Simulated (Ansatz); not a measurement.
Start from `CBBC` and change one atom or group to get `CBBN`.

Ansatz, PBE0-D4/def2-TZVP geometries, multiplicity 1. Each molecule was computed in one conformer, which needn't be the lowest.

```csv
property,`CBBC`
size of the dipole moment (PBE/def2-TZVPP) / D,0.80
zero-point energy (PBE0-D4/def2-TZVP) / kJ/mol,252.8
HOMO–LUMO gap (B3LYP/def2-TZVPP) / eV,6.21
HOMO energy (ωB97M-V/def2-TZVPP) / eV,-9.80
LUMO energy (PBE/def2-TZVPP) / eV,-1.92
HOMO energy (B3LYP/def2-TZVPP) / eV,-7.37
```

Give the same properties after the change, and the shifts. (An estimate is asked.)

The calculation gave: 
| property | `CBBN` | shift |
| --- | --- | --- |
| size of the dipole moment (PBE/def2-TZVPP) / D | 1.72 | 0.92 |
| zero-point energy (PBE0-D4/def2-TZVP) / kJ/mol | 232.0 | -20.8 |
| HOMO–LUMO gap (B3LYP/def2-TZVPP) / eV | 6.05 | -0.16 |
| HOMO energy (ωB97M-V/def2-TZVPP) / eV | -9.68 | 0.12 |
| LUMO energy (PBE/def2-TZVPP) / eV | -1.95 | -0.03 |
| HOMO energy (B3LYP/def2-TZVPP) / eV | -7.25 | 0.12 |

The zero-point energy changes by -20.8 kJ/mol with -3 modes. Dipoles are sizes alone; their direction can turn.

B3LYP here is the variant with VWN-RPA as its local correlation; programs differ in this.
